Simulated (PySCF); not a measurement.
# Polarisability and C₆ of N⁺ (nitrogen, charge +1)

[He] 2s2 2p2, high-spin 3P determinant. Computed with PySCF 2.14 in aug-cc-pCVQZ-DK, with scalar relativity by spin-free X2C-1e. Coupled (time-dependent) response in atomic units; α is the mean over directions.

```csv
method,mean α (bohr³),"α xx, yy, zz",C₆ (like pair),S(−4)
UHF,3.922,"3.988, 3.889, 3.889",8.212,13.37
PBE,3.912,"3.918, 3.909, 3.909",8.475,10.41
PBE0,3.863,"3.888, 3.850, 3.850",8.294,10.46
wB97X,3.887,"3.924, 3.869, 3.869",8.400,10.33
MN15,3.858,"3.800, 3.887, 3.887",8.075,11.01
```

S(−4) is the Cauchy moment in α(ω) = α(0) + S(−4) ω² + …

α(iu) at PBE0:

```csv
u (hartree),α(iu) (bohr³)
0,3.863
0.0500,3.837
0.100,3.763
0.200,3.507
0.300,3.177
0.500,2.521
0.750,1.881
1.00,1.433
1.50,0.8947
2.00,0.6051
3.00,0.3268
5.00,0.1393
```

A single London oscillator, α(iu) = α/(1 + u²/ω²), gives C₆ = (3/4) ω α². Matching the computed C₆ needs ω = 4 × 8.294 / (3 × 3.863²) = 0.741 hartree.

For an ion, C₆ is the dispersion term alone; charge-induced terms of lower order in 1/R come first.

The components differ because the open shell of this determinant is not spherical; for a pure term their mean is the scalar polarisability.
